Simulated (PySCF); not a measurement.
# Polarisability and C₆ of Hg²⁺ (mercury, charge +2)

[Xe] 4f14 5d9 6s1, high-spin 3D determinant (an excited configuration). Computed with PySCF 2.14 in aug-cc-pVTZ-PP with ECP60MDF, with scalar relativity through the core potential. Coupled (time-dependent) response in atomic units; α is the mean over directions.

| method | mean α (bohr³) | α xx, yy, zz | C₆ (like pair) | S(−4) |
| --- | --- | --- | --- | --- |
| r2SCANh | 14.08 | 14.11, 14.11, 14.03 | 93.28 | 72.97 |

S(−4) is the Cauchy moment in α(ω) = α(0) + S(−4) ω² + …

Spin-orbit coupling is absent.

α(iu) at r2SCANh:

| u (hartree) | α(iu) (bohr³) |
| --- | --- |
| 0 | 14.08 |
| 0.0500 | 13.90 |
| 0.100 | 13.41 |
| 0.200 | 11.87 |
| 0.300 | 10.24 |
| 0.500 | 7.724 |
| 0.750 | 5.800 |
| 1.00 | 4.588 |
| 1.50 | 3.124 |
| 2.00 | 2.269 |
| 3.00 | 1.340 |
| 5.00 | 0.6095 |

For an ion, C₆ is the dispersion term alone; charge-induced terms of lower order in 1/R come first.

The components differ because the open shell of this determinant is not spherical; for a pure term their mean is the scalar polarisability.

Energies and moments cover only the electrons outside the core potential. Spin-orbit coupling, absent here, splits the open shell strongly.
